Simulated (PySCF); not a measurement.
4,4-difluorobuta-1,2-diene (C4H4F2), SMILES FC(C=C=C)F.

The structure is a stationary point at TPSSh-D3(BJ)/def2-SVP. One conformer was computed; it need not be the lowest.

These are TPSSh-D3(BJ)/def2-SVP run with PySCF values and carry that method's errors.

Frequencies are harmonic and unscaled.

```tsv
mode	ν (cm⁻¹)	IR (km/mol)	Raman (Å⁴/amu)	depolarisation	moving atoms (share of kinetic energy)
1	64	0.5	5.3	0.75	F 43 %, C 40 %, H 16 %
2	162	0.2	8.8	0.72	C 71 %, H 17 %, F 13 %
3	307	0.9	0.1	0.75	H 50 %, F 39 %, C 11 %
4	349	5.5	0.8	0.75	C 61 %, H 35 %
5	420	17.6	2.9	0.38	F 56 %, C 37 %
6	501	24.7	2.6	0.51	C 76 %, H 15 %, F 9 %
7	600	0.6	3.0	0.10	F 68 %, C 29 %
8	634	0.2	4.1	0.75	H 45 %, C 39 %, F 16 %
9	873	50.9	0.5	0.75	H 75 %, C 25 %
10	887	18.4	6.9	0.75	H 84 %, C 15 %
11	994	0.0	0.4	0.75	H 62 %, C 38 %
12	1061	8.3	28.7	0.21	C 69 %, H 26 %
13	1087	217.9	3.5	0.75	C 60 %, F 33 %
14	1115	200.3	2.6	0.67	C 59 %, F 29 %, H 11 %
15	1142	44.7	17.5	0.55	H 52 %, C 48 %
16	1290	3.1	6.4	0.36	H 69 %, C 30 %
17	1369	22.5	5.0	0.75	H 86 %, C 13 %
18	1409	66.1	7.2	0.55	H 78 %, C 22 %
19	1481	24.5	9.5	0.75	C 52 %, H 48 %
20	2070	74.2	0.4	0.64	C 98 %
21	3093	31.8	76.2	0.24	H 92 %, C 8 %
22	3130	0.1	212.5	0.13	H 95 %
23	3158	0.5	140.2	0.25	H 92 %, C 8 %
24	3219	0.0	128.7	0.75	H 89 %, C 11 %
```
